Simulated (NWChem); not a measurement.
# C$_{3}$H$_{4}$FNSi; SMILES N#C/C([SiH3])=C/F

```xyz
10

N     -0.7403    -2.6982     0.0000
C     -0.5407    -1.5545     0.0000
C     -0.2304    -0.1635     0.0000
Si     1.5965     0.3450     0.0000
C     -1.2550     0.7045     0.0000
F     -1.0733     2.0079     0.0000
H      1.6908     1.8294     0.0000
H      2.2426    -0.2220    -1.2178
H      2.2426    -0.2220     1.2178
H     -2.3140     0.4236     0.0000
```
Atoms are numbered in this order, from 1.

All runs: NWChem. Pople sets run with spherical d functions. Coordinates come from a PBE0/def2-SVP optimisation. Atomic charges in e: unrestrained fits to the electrostatic potential beside Mulliken populations; buried atoms are poorly determined by the fit.

**Question.** What does the run give for Hartree-Fock/6-31G*? Quantities: ESP N1; Mulliken N1; ESP C2; Mulliken C2; ESP C3; Mulliken C3; ESP Si4; Mulliken Si4; ESP C5; Mulliken C5; relative RMS misfit of the potential (%).

**Answer.** 
```yaml
ESP N1: -0.49
Mulliken N1: -0.40
ESP C2: 0.40
Mulliken C2: 0.24
ESP C3: -0.32
Mulliken C3: -0.39
ESP Si4: 0.67
Mulliken Si4: 0.71
ESP C5: 0.21
Mulliken C5: 0.35
relative RMS misfit of the potential (%): 22
```
